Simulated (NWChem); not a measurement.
System: C3H4O; SMILES C1=COC1

NWChem input:

```
start job
memory heap 200 mb stack 900 mb global 1100 mb
geometry units angstroms noautoz
  C     -0.503660    -0.931966     0.000000
  C      0.797294    -0.553841     0.000000
  O      0.629254     0.821730     0.000000
  C     -0.819955     0.545809     0.000000
  H     -1.076291    -1.863447     0.000000
  H      1.806774    -0.993198     0.000000
  H     -1.292078     0.971210    -0.910662
  H     -1.292078     0.971210     0.910662
end
basis spherical
  * library 6-31g*
end
dft
  xc m06-2x
  iterations 150
  mulliken
end
task dft energy
```

Geometry: optimised at PBE-D3(BJ)/def2-SVP.

Q: Give the results of this calculation. (M06-2X/6-31G* (spherical d).) Quantities: energy (Ha); highest occupied level (eV); orbital gap (eV); dipole (D).

A: 
```yaml
energy (Ha): -191.78
highest occupied level (eV): -7.61
orbital gap (eV): 9.45
dipole (D): 1.40
```
